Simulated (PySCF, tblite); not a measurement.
A set of runs on `C(/Cl)=[CH]\[GeH3]`; the geometry of each is named by its level. Settings lines and outputs come from a driver script.

C2H5ClGe.
Atom-mapped SMILES: `[Cl:1]/[CH:2]=[CH:3]/[GeH3:4]` (hydrogens: H5 on C2; H6 on C3; H7, H8, H9 on Ge4)

Step 1: GFN2-xTB geometry optimisation, gas phase (tblite 0.8.0) (from a force-field or distance-geometry start)
```json
{"job": {"kind": "relax", "xc": "GFN2-xTB", "basis": "xTB"}, "charge": 0, "multiplicity": 1}
```
```
step      E/eV     max force
  0    -360.57318    1.739
  1    -360.65640    1.175
  2    -360.72358    0.785
...
 48    -360.82122    0.067
 49    -360.82144    0.053
 50    -360.82162    0.064
 51    -360.82176    0.036
 52    -360.82183    0.008
```

Energy lowered by 5.7 kcal/mol over 52 steps; largest atomic force 0.008 eV/Å at the end. «max force» is the largest atomic force in eV/Å.

The run took 0.94 s of wall time on Intel Xeon at 2.50 GHz, one thread, no GPU, shared host with 64 logical CPUs at a one-minute load of 8.4.

Step 2: GFN2-xTB harmonic vibrations, gas phase (tblite 0.8.0) (on the GFN2-xTB geometry)
```json
{"job": {"kind": "ir", "xc": "GFN2-xTB", "basis": "xTB"}, "charge": 0, "multiplicity": 1}
```
```
(table of modes left out)
```

21 modes from 99 to 3056 cm⁻¹ (unscaled, harmonic); zero-point energy 33.8 kcal/mol; all wavenumbers are real at this level.

Hardware: one thread of an Intel Xeon at 2.50 GHz, shared host with 64 logical CPUs at a one-minute load of 8.4. Cost: 0.47 s of wall time.

Step 3: TDDFT CAM-B3LYP/def2-SVPD, vertical, gas phase, core orbitals frozen in the response (PySCF 2.14.0, density-fitted response routines) (on the GFN2-xTB geometry)
```json
{"job": {"kind": "uv", "xc": "CAM-B3LYP", "basis": "def2-SVPD", "nstates": 8, "ntriplets": 3}, "charge": 0, "multiplicity": 1}
```
```
...
Static polarisability (au): isotropic 71.056, principal 53.606 60.214 99.347
Singlet excitations
state   eV       nm        f      main configurations
  1   6.5808    188.4   0.40762   H->L 0.95
  2   6.8593    180.8   0.00032   H->L+1 0.45, H->L+3 0.37
  3   7.0324    176.3   0.00239   H-1->L 0.90
  4   7.2240    171.6   0.00001   H->L+2 0.74, H->L+1 0.13
  5   7.4252    167.0   0.00112   H-2->L 0.85
  6   7.8303    158.3   0.00795   H->L+3 0.37, H->L+1 0.33, H->L+4 0.10
  7   7.9773    155.4   0.00118   H->L+4 0.46, H->L+5 0.42
  8   8.1008    153.1   0.01013   H-1->L+3 0.50, H-1->L+1 0.24, H-1->L+2 0.09
Triplet excitations (Tamm-Dancoff, eV): 4.1274 6.4088 6.6882
```

HOMO -8.93 eV, LUMO 0.52 eV; lowest singlet 6.58 eV; lowest triplet 4.13 eV (Tamm–Dancoff); mean polarisability 71.1 au.

Time: 17 s of wall time; peak memory 0.59 GiB. Hardware: Arm Neoverse V2, one thread (shared host).

Geometry of the electronic-property runs (GFN2-xTB):
```
atom  x, y, z in Å
Cl1    3.129    0.071   -0.026
C2     1.444    0.383   -0.196
C3     0.502   -0.445    0.221
Ge4   -1.389   -0.059    0.024
H5     1.235    1.326   -0.678
H6     0.785   -1.374    0.697
H7    -2.055   -1.121   -0.788
H8    -1.584    1.260   -0.642
H9    -2.052   -0.035    1.362
```

 (This holds for the electronic-property runs.)
